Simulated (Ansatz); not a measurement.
Isolated molecules relaxed with PBE0-D4/def2-TZVP in Ansatz; ΔE leaves out vibrations. CCSD(T)/CBS is the MP2 limit (def2-TZVPP, def2-QZVPP) plus CCSD(T) − MP2 in def2-TZVPP, frozen cores. Functionals use def2-TZVPP. B3LYP here is the variant with VWN-RPA as its local correlation; programs differ in this. def2 core potentials past Kr. For In outer-core shells are correlated without core-valence functions, which leaves a few kJ/mol of doubt a bond. One conformer a species, not always the lowest.

`N[CH]([SiH3])[InH2]` + `CO[SiH](N)[SiH3]` → `N[SiH]([SiH3])[InH2]` + `COC(N)[SiH3]`  (redistribution)

```csv
level,ΔE (kJ/mol),difference from CCSD(T)/CBS
PBE-D4,93.9,-24.4
r2SCAN-D4,106.9,-11.4
B2PLYP,112.7,-5.6
r2SCAN,106.4,-11.9
B3LYP,104.6,-13.7
MP2/def2-TZVPP,124.2,5.9
CCSD/def2-TZVPP,114.0,-4.3
CCSD(T)/def2-TZVPP,113.8,-4.5
MP2/CBS(def2),128.7,10.4
CCSD/CBS(def2),118.5,0.2
CCSD(T)/CBS,118.3,0
```

Largest T1 diagnostic among the species: 0.014.

From PBE to PBE0 (25 % exact exchange), in def2-TZVPP and without D4, ΔE moves by +4.4 kJ/mol. The D4 term adds +3.9 kJ/mol with B3LYP and +2.0 kJ/mol with PBE0; it sums over pairs of atoms, weighted by their polarisabilities, and B3LYP, whose exchange is more repulsive, gets the larger term.

CCSD(T)/CBS has its own doubt, a few kJ/mol and more with outer-core shells, so smaller differences from it don't rank the levels.
